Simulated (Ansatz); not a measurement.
The cluster Li8S4⁻. The state is a doublet with charge -1. Geometry PBE0-D4/def2-SVP, that of the neutral singlet.

```tsv
atom	x (Å)	y (Å)	z (Å)
Li1	-0.965	2.013	-1.276
Li2	-0.767	-0.834	1.731
Li3	-0.049	1.722	1.902
Li4	-2.391	-0.839	-0.376
Li5	1.431	-1.986	0.771
Li6	0.316	-1.195	-2.255
Li7	2.339	1.025	-0.300
Li8	0.077	0.083	-0.171
S9	-1.905	1.131	0.691
S10	0.922	1.009	-2.101
S11	-0.565	-2.226	-0.333
S12	1.558	0.098	1.717
```

At PBE-D4/def2-TZVPD, r2SCAN-D4/def2-TZVPD, PBE0-D4/def2-TZVPD the highest occupied level of the charge -1 doublet lies above zero (up to 0.70 eV). By energy differences its removal costs 0.42 eV (vertical, to the charge 0 singlet, at PBE-D4/def2-TZVPD); a positive level beside a positive removal energy at the same level points to self-interaction error. The structure comes from a short search, and lower isomers may exist.

Problem. Estimate the α-spin orbital energies around the gap (eV) in Ansatz with PBE-D4/def2-TZVPD, r2SCAN-D4/def2-TZVPD, PBE0-D4/def2-TZVPD.

Solution. 
```json
{"orbital": "HOMO−5", "PBE-D4/def2-TZVPD": "-2.14", "r2SCAN-D4/def2-TZVPD": "-2.39", "PBE0-D4/def2-TZVPD": "-3.22"}
{"orbital": "HOMO−4", "PBE-D4/def2-TZVPD": "-2.13", "r2SCAN-D4/def2-TZVPD": "-2.39", "PBE0-D4/def2-TZVPD": "-3.22"}
{"orbital": "HOMO−3", "PBE-D4/def2-TZVPD": "-1.80", "r2SCAN-D4/def2-TZVPD": "-2.06", "PBE0-D4/def2-TZVPD": "-2.88"}
{"orbital": "HOMO−2", "PBE-D4/def2-TZVPD": "-1.80", "r2SCAN-D4/def2-TZVPD": "-2.05", "PBE0-D4/def2-TZVPD": "-2.87"}
{"orbital": "HOMO−1", "PBE-D4/def2-TZVPD": "-1.80", "r2SCAN-D4/def2-TZVPD": "-2.05", "PBE0-D4/def2-TZVPD": "-2.87"}
{"orbital": "HOMO", "PBE-D4/def2-TZVPD": "0.70", "r2SCAN-D4/def2-TZVPD": "0.70", "PBE0-D4/def2-TZVPD": "0.51"}
{"orbital": "LUMO", "PBE-D4/def2-TZVPD": "1.18", "r2SCAN-D4/def2-TZVPD": "1.18", "PBE0-D4/def2-TZVPD": "1.45"}
{"orbital": "LUMO+1", "PBE-D4/def2-TZVPD": "1.19", "r2SCAN-D4/def2-TZVPD": "1.18", "PBE0-D4/def2-TZVPD": "1.45"}
{"orbital": "LUMO+2", "PBE-D4/def2-TZVPD": "1.43", "r2SCAN-D4/def2-TZVPD": "1.43", "PBE0-D4/def2-TZVPD": "1.69"}
{"orbital": "LUMO+3", "PBE-D4/def2-TZVPD": "1.68", "r2SCAN-D4/def2-TZVPD": "1.74", "PBE0-D4/def2-TZVPD": "1.99"}
{"orbital": "LUMO+4", "PBE-D4/def2-TZVPD": "1.68", "r2SCAN-D4/def2-TZVPD": "1.75", "PBE0-D4/def2-TZVPD": "1.99"}
{"orbital": "LUMO+5", "PBE-D4/def2-TZVPD": "1.74", "r2SCAN-D4/def2-TZVPD": "1.88", "PBE0-D4/def2-TZVPD": "2.06"}
{"orbital": "β HOMO", "PBE-D4/def2-TZVPD": "-1.79", "r2SCAN-D4/def2-TZVPD": "-2.04", "PBE0-D4/def2-TZVPD": "-2.86"}
{"orbital": "β LUMO", "PBE-D4/def2-TZVPD": "1.02", "r2SCAN-D4/def2-TZVPD": "1.22", "PBE0-D4/def2-TZVPD": "1.42"}
```
